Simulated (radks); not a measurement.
Species: Cr3+. Configuration: [Ar] 3d3 (the NIST ground configuration). Calculated with a radial shooting solver on a logarithmic mesh with Libxc functionals: Dirac Kohn-Sham, PBEsol, spin-unpolarised, spherical densities, finite nucleus; open shells are shared between the two j in proportion to 2j + 1; Fermi nuclear charge, rms radius 3.6452 fm. Some entries of the table are withheld. Estimate them.

| orbital | occ. | eigenvalue (eV) | r(max) (bohr) |
|---|---|---|---|
| 1s1/2 | 2 | -5912.762 | (1) |
| 2s1/2 | 2 | -706.5890 | 0.2438 |
| 2p1/2 | 2 | -606.2334 | (2) |
| 2p3/2 | 4 | -597.6050 | (3) |
| 3s1/2 | 2 | -112.4349 | 0.7732 |
| 3p1/2 | 2 | -84.3042 | (4) |
| 3p3/2 | 4 | -83.2323 | (5) |
| 3d3/2 | 1.2 | (6) | (7) |
| 3d5/2 | 1.8 | (8) | (9) |

Answer. 
(1) 1s1/2 r(max) (bohr): 0.04163
(2) 2p1/2 r(max) (bohr): 0.1962
(3) 2p3/2 r(max) (bohr): 0.1985
(4) 3p1/2 r(max) (bohr): 0.7866
(5) 3p3/2 r(max) (bohr): 0.7933
(6) 3d3/2 eigenvalue (eV): -39.1431
(7) 3d3/2 r(max) (bohr): 0.7907
(8) 3d5/2 eigenvalue (eV): -39.0324
(9) 3d5/2 r(max) (bohr): 0.7928
